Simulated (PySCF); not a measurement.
**Working out the excitation energy of B**

B [He] 2s2 2p1 (2P) → B [He] 2s2 3s1 (2S). Calculation: PySCF 2.14, in aug-cc-pVTZ (5s4p3d2f, 46 functions); the non-relativistic Hamiltonian (point nucleus). Frozen: 1s2. Energies in hartree (1 hartree = 27.21139 eV):

```csv
part,B (lower),B (upper)
UHF,-24.532172,-24.346953
MP2 opposite-spin,-0.041163,-0.039704
MP2 same-spin,-0.003242,-0.002117
```

**Question.** What does Hartree-Fock give?

**Answer.** (-24.346953) − (-24.532172) = 0.185219 hartree = 5.040 eV.

**Question.** What do MP2 and SCS-MP2 (6/5 opposite-spin, 1/3 same-spin) give?

**Answer.** The opposite-spin parts differ by 0.040 eV and the same-spin parts by 0.031 eV. MP2: 5.040 + (0.040) + (0.031) = 5.111 eV. SCS-MP2: 5.040 + 1.2 × (0.040) + (0.031)/3 = 5.098 eV.

Measured between the centres of the two terms (NIST): 4.963 eV, so MP2 (valence) is off by 0.148 eV.

What remains against the reference includes basis incompleteness, the frozen core and correlation beyond second order.
